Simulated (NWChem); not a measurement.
A series in which one site is exchanged, each optimised at PBE0/def2-SVP with NWChem, gas phase unless a solvent is named. Some are not confirmed as minima by frequencies. def2 effective core potentials on I; no spin-orbit coupling.

A: [Cl][Zn][Cl] (ZnCl2; site = Cl)
B: [Zn]([I])[Cl] (ZnICl; site = I)
C: [F][Zn][Cl] (ZnClF; site = F)
D: [Cl][ZnH] (ZnHCl; site = H)

**Question.** Rank them by lowest singlet excitation, B3LYP/def2-SVPD, TDA (eV), lowest first.

**Answer.** B (4.62), A (5.59), C (5.74), D (6.59)
